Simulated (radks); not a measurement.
Neutral chromium inside a hard spherical wall (all orbitals vanish at R), configuration held at [Ar] 3d5 4s1 and not refilled when levels cross. All-electron calculation, non-relativistic Kohn-Sham, PBEsol, spin-polarised, spherical densities, point nucleus; open shells are filled with parallel spins first. Program: a radial shooting solver on a logarithmic mesh with Libxc functionals. Eigenvalues in eV for spin up, with the zero of energy where the potential of the charges vanishes at infinity; a dash marks a level that is unbound or too diffuse for the functional's potential to be trusted. A positive occupied level is held by the wall or, in an anion where self-interaction has pushed it up, behind a barrier. The pressure on the wall is -dE/dV.

R (bohr) = free: E (hartree) -1043.17514; kinetic (hartree) 1042.197; e(3s) -73.083; e(3p) -45.800; e(4s) -4.388; e(3d) -3.830; e(4p, empty) -1.172; e(5s, empty) -; pressure (GPa) 0
R (bohr) = 15: E (hartree) -1043.17514; kinetic (hartree) 1042.197; e(3s) -73.083; e(3p) -45.800; e(4s) -4.388; e(3d) -3.829; e(4p, empty) -1.164; e(5s, empty) 0.310; pressure (GPa) < 0.0001
R (bohr) = 12: E (hartree) -1043.17509; kinetic (hartree) 1042.197; e(3s) -73.077; e(3p) -45.794; e(4s) -4.383; e(3d) -3.823; e(4p, empty) -1.123; e(5s, empty) 0.915; pressure (GPa) 0.000931
R (bohr) = 10: E (hartree) -1043.17468; kinetic (hartree) 1042.201; e(3s) -73.041; e(3p) -45.759; e(4s) -4.353; e(3d) -3.790; e(4p, empty) -1.001; e(5s, empty) 1.990; pressure (GPa) 0.0115
R (bohr) = 6: E (hartree) -1043.14302; kinetic (hartree) 1042.369; e(3s) -71.925; e(3p) -44.652; e(4s) -3.180; e(3d) -2.764; e(4p, empty) 1.197; e(5s, empty) 12.637; pressure (GPa) 2.25
R (bohr) = 4: E (hartree) -1042.86170; kinetic (hartree) 1043.419; e(3s) -67.343; e(3p) -40.181; e(4s) 3.702; e(3d) 1.557; e(4p, empty) 10.660; e(5s, empty) 45.180; pressure (GPa) 56.8
R (bohr) = 3.5: E (hartree) -1042.58000; kinetic (hartree) 1044.357; e(3s) -64.405; e(3p) -37.333; e(4s) 9.568; e(3d) 4.530; e(4p, empty) 17.989; e(5s, empty) 67.213; pressure (GPa) 152
R (bohr) = 2.5: E (hartree) -1040.48308; kinetic (hartree) 1051.248; e(3s) -51.456; e(3p) -24.447; e(4s) 45.852; e(3d) 19.335; e(4p, empty) 59.316; e(5s, empty) 176.39; pressure (GPa) 1770
R (bohr) = 1.5: E (hartree) -1019.58417; kinetic (hartree) 1113.164; e(3s) 15.813; e(3p) 46.740; e(4s) 282.75; e(3d) 97.666; e(4p, empty) 296.59; e(5s, empty) 708.54; pressure (GPa) 65700
